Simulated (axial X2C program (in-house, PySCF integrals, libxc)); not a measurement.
How long does RbO take?

A bond scan computed with an axial X2C code built on PySCF integrals. Basis: Rb dyall-cv3z [12s13p8d4f1g], O dyall-av3z [7s6p3d2f] (cores contracted in-house).

Input file and command:
```json
{"zs": [37, 8], "q": 0, "bas": ["dyall-cv3z", "dyall-av3z"], "levels": ["PBE0", "HF", "BP86"], "cc": true, "r0": 2.59, "thr": -2.0, "nmax": 90, "npts": 10, "nst": 2, "ntry": 6}
```
```bash
python so2c.py task.json out
```

Keys: zs atomic numbers; q charge; bas basis sets; levels methods; cc coupled cluster on or off; r0 starting distance in Å; thr threshold in hartree for freezing inner shells (an s shell follows its p shell); nmax most natural virtual spinors; npts points on the curve; nst determinants followed; ntry starts of the search. HF also brings MP2.

Hardware: 1 thread of Arm Neoverse V2 (shared host).

Wall time of one point of each curve, integrals apart:

```tsv
Hamiltonian	level	points	seconds a point
spin-free	PBE0	10	0.57
spin-free	HF	10	0.28
spin-free	CCSD(T) (15 electrons, 90 virtuals)	7	5.8
spin-free	BP86	10	0.38
2c	PBE0	10	0.79
2c	HF	10	0.74
2c	CCSD(T) (15 electrons, 90 virtuals)	7	7.7
2c	BP86	10	0.44
```

The rest:

Search with its distance optimisation 43 s, atoms 6.6 s, whole task 180 s. Coupled cluster runs on the points near the minimum only. The program drops outer points, and coupled cluster, when its time limit (not in the input) nears; MP2, further determinants and curves that did not converge are not in the table.
